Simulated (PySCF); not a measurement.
## Dipole moment and polarisability of `CO[Si@@H]([SiH3])C#N`

Compound: C2H7NOSi2.
Atom-mapped SMILES: `[CH3:1][O:2][Si@@H:3]([SiH3:4])[C:5]#[N:6]` (hydrogens: H7, H8, H9 on C1; H10 on Si3; H11, H12, H13 on Si4)

Cartesian coordinates in Å at the GFN2-xTB level; atoms count from 1:
```xyz
13
C2H7NOSi2 angstrom
C     -2.0724   -0.8049   -0.5376
O     -0.6850   -0.6569   -0.4755
Si     0.2498    0.0541    0.6444
Si     2.3328   -0.0565   -0.3213
C     -0.3306    1.8251    0.8987
N     -0.6720    2.9136    1.0153
H     -2.3144   -1.3053   -1.4754
H     -2.5655    0.1690   -0.5076
H     -2.4353   -1.4074    0.2978
H     -0.0141   -0.5018    1.9849
H      3.2939    0.5236    0.6200
H      2.4497    0.6823   -1.5806
H      2.7587   -1.4343   -0.5808
```

Level: B3LYP/def2-SVPD (PySCF), static field, nuclei fixed, core orbitals frozen in the response. The polarisability tensor in these axes (au):

```
x   94.97 -4.26 -4.61
y   -4.26 88.42  5.40
z   -4.61  5.40 75.58
```

Task: Give the principal values, the mean and the anisotropy Δα = √{½[(α1 − α2)² + (α2 − α3)² + (α1 − α3)²]}.

Result: Principal values 73.20, 86.84 and 98.94 au; mean 86.33 au = 12.79 Å³ = 14.23 × 10⁻⁴⁰ C²·m²/J; Δα = 22.31 au (26 % of the mean).

Task: What is the dipole moment, and where does it point?

Result: (0.20, -3.42, -0.51) D, 3.46 D in size, pointing from the negative to the positive side. Measured along this direction, the outermost atoms are N6 at the negative end and H13 at the positive end.

Task: How large is μ²/3kT at 298 K beside α?

Result: In Gaussian units μ²/3kT = 96.98 Å³ against 12.79 Å³, a ratio of 7.58; the Debye molar polarisation (4π/3)N_A(α + μ²/3kT) is 276.9 cm³/mol, leaving out the vibrational part.

Task: Form Σ f/ω² (atomic units) for the 8 lowest TDDFT singlets, given as eV and f, and set it beside the mean polarisability, which is this sum over all singlets: 6.04, 0.0167; 6.33, 0.0046; 6.88, 0.0241; 6.91, 0.0020; 7.01, 0.0097; 7.14, 0.0269; 7.35, 0.0848; 7.44, 0.0026.

Result: They add up to 2.57 au, 3.0 % of the 86.33 au; the largest single term is 1.16 au, from the state at 7.35 eV. Terms in order: 0.34, 0.09, 0.38, 0.03, 0.15, 0.39, 1.16, 0.03 au. Higher excitations give the rest. The strengths listed sum to 0.171.

Task: Rayleigh depolarisation ratio (linearly polarised light, static tensor)?

Result: ρ = 3Δα²/(45ᾱ² + 4Δα²) = 1493.2/(335348 + 1990.9) = 0.00443.

Task: What are the principal values of the traceless quadrupole moment, Θ = ½Σq(3rr − r²1), about the centre of nuclear charge?

Result: -15.94, 4.39, 11.55 D·Å. The values depend on the origin, since the dipole doesn't vanish. The electronic extent ⟨r²⟩ about the same centre is 1086 bohr², a root-mean-square distance of 2.21 Å for the 62 electrons.

The structure is a single GFN2-xTB conformer in the gas phase; no vibrational or solvent corrections.
